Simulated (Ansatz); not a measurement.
Stepwise reaction of `OB(Cl)Cl` with hydrogen sulfide, as a gas-phase model of exchange steps in deposition or etching. ΔE in kJ/mol.

Isolated molecules relaxed with PBE0-D4/def2-TZVP in Ansatz; ΔE leaves out vibrations. CCSD(T)/CBS adds triple-zeta CCSD(T) − MP2 to the extrapolated MP2 energy (def2 sets, frozen cores). This one scheme is used for every species. DFT in def2-TZVPP. B3LYP here is the variant with VWN-RPA as its local correlation; programs differ in this. Each species was taken in one conformer, which may not be the lowest.

```json
{"step": "2", "reaction": "`OB(S)Cl` + H₂S → `OB(S)S` + HCl", "PBE-D4": "23.1", "B3LYP-D4": "26.4", "ωB97M-V": "28.2", "CCSD(T)/CBS": "24.7"}
```

**Question.** Give the row of step 1, `OB(Cl)Cl` + H₂S → `OB(S)Cl` + HCl. (Best estimate.)

**Answer.** Ansatz gave: 
| step | reaction | PBE-D4 | B3LYP-D4 | ωB97M-V | CCSD(T)/CBS |
| --- | --- | --- | --- | --- | --- |
| 1 | `OB(Cl)Cl` + H₂S → `OB(S)Cl` + HCl | 11.3 | 14.2 | 16.0 | 13.1 |

**Question.** By hand: ΔE of the 2 steps together at CCSD(T)/CBS.

**Answer.** (13.1) + (24.7) = 37.8 kJ/mol, or 18.9 kJ/mol a step.

In ΔE each step is higher than the one before. All are uphill at CCSD(T)/CBS. PBE-D4 differs from CCSD(T)/CBS by -1.8 to -1.6 kJ/mol a step. Isolated molecules leave out the surface, adducts and barriers. Largest T1 diagnostic: 0.013.
